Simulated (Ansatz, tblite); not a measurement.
Forces on the cluster Ga2Sb⁺ at its r2SCAN-D4/def2-TZVP geometry. The state is a singlet with charge 1.

In the def2 sets Sb takes a core potential; there is no spin–orbit coupling. The xTB rows come from tblite. At r2SCAN-D4/def2-TZVP the restricted singlet is unstable: a solution with broken spin symmetry lies lower. At r2SCAN-D4/def2-TZVP an occupied level lies above an empty one. The order of the spin states hangs on the level: the triplet lies 0.99 eV below the singlet at PBE0-D4/def2-TZVP, but 0.05 eV above it at GFN1-xTB. The structure comes from a short search, and lower isomers may exist.

GFN1-xTB (tblite), largest force 1.03 eV/Å:

```xyz
3
positions Å, forces eV/Å
Ga    1.259   -0.915   -2.046   -0.680    0.109    0.481
Ga   -0.285    1.283    2.209   -0.273   -0.470   -0.641
Sb   -0.974   -0.369   -0.163    0.953    0.361    0.159
```

GFN2-xTB (tblite), largest force 0.36 eV/Å:

```
Ga 0.222 -0.100 -0.261
Ga 0.018 0.190 0.301
Sb -0.239 -0.091 -0.040
```

r2SCAN-D4/def2-TZVP (Ansatz), largest force 0.00 eV/Å:

```
Ga -0.001 0.000 0.001
Ga 0.000 -0.001 -0.001
Sb 0.001 0.000 0.000
```
